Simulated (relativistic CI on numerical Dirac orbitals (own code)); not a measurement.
d1 to d9 in one octahedral field

Computed with a parametric ligand-field model without spin-orbit coupling, by exact diagonalisation: B = 350, C = 1650, 10Dq = 29900 cm⁻¹ (Oh; |10Dq|/B = 85.4) for every shell. Energies in cm⁻¹; the field energy is (0.6 n_e − 0.4 n_t2) × 10Dq of the ground term; g labels are left out. So small a B with so large a field is typical of 4d and 5d ions, where spin-orbit coupling, left out here, reaches 1,000 to 4,000 cm⁻¹.

| Shell | Ground term | Electrons in e | Field energy | First spin-allowed bands | Lowest term of other spin |
| --- | --- | --- | --- | --- | --- |
| d1 | 2T2 | 0.000 | -11960 | 2E 29900 |  |
| d2 | 3T1 | 0.004 | -23801 | 3T2 28983, 3T1 33316 | 1T2 5483 |
| d3 | 4A2 | 0.000 | -35880 | 4T2 29900, 4T1 33936 | 2E 7831 |
| d4 | ? | ? | ? | ? | ? |
| d5 | 2T2 | 0.014 | -59370 | 2A2 27643, 2T1 27765 | 4T1 21973 |
| d6 | 1A1 | 0.012 | -71402 | 1T1 28568, 1T2 33796 | 3T1 25153 |
| d7 | 2E | 1.007 | -53601 | 2T1 28489, 2T2 28942 | 4T1 22024 |
| d8 | 3A2 | 2.000 | -35880 | 3T2 29900, 3T1 33936 | 1E 6076 |
| d9 | 2E | 3.000 | -17940 | 2T2 29900 |  |

Problem. Fill in the row of d4.

Solution. Ground term: 3T1; Electrons in e: 0.007; Field energy: -47622; First spin-allowed bands: 3E 28212, 3T1 28631; Lowest term of other spin: 1T2 4964. Low spin: d4, d5, d6, d7; the other shells keep the spin of the free ion. Only d4 to d7 can choose; the field needed to pair spins is smallest for d6 and largest for d5, which loses most exchange energy. In the strong-field picture 10Dq must exceed about 6B + 5C = 10350 (d4), 7.5B + 5C = 10875 (d5), 2.5B + 4C = 7475 (d6) and 4B + 4C = 8000 (d7); mixing of terms shifts these bounds somewhat.
